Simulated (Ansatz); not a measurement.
C₂H₃In⁺, that is InH2(CCH) with one electron fewer. Charge 1, multiplicity 2. Geometry PBE-D4/def2-TZVP, that of the neutral singlet; atoms count from 1.

| atom | x (Å) | y (Å) | z (Å) |
| --- | --- | --- | --- |
| In1 | -0.8839 | -0.9880 | -0.3885 |
| H2 | -2.0167 | -0.5686 | -1.6186 |
| H3 | -0.7437 | -2.5149 | 0.3995 |
| C4 | 0.4645 | 0.5176 | 0.2100 |
| C5 | 1.2455 | 1.3939 | 0.5488 |
| H6 | 1.9343 | 2.1601 | 0.8488 |

In the def2 sets In takes a core potential; there is no spin–orbit coupling.

**Question.** Estimate the Mulliken populations from the PBE0/def2-TZVP orbitals of Ansatz.

**Answer.** 
| atom | charge (e) | spin (α − β) |
| --- | --- | --- |
| In1 | 0.61 | 0.00 |
| H2 | 0.09 | 0.18 |
| H3 | 0.09 | 0.18 |
| C4 | -0.20 | 0.23 |
| C5 | 0.14 | 0.43 |
| H6 | 0.26 | -0.01 |
Mulliken values depend strongly on the basis.

**Question.** Where does the spin sit?

**Answer.** Summed by element: In 0.00, H 0.34, C 0.66, of 1 unpaired in all. Largest on single atoms: C5 0.43, C4 0.23, H2 0.18.

**Question.** And the Mayer bond orders between heavy atoms (over 0.3)?

**Answer.** In1–C4 1.02 (2.11 Å); C4–C5 2.15 (1.22 Å).
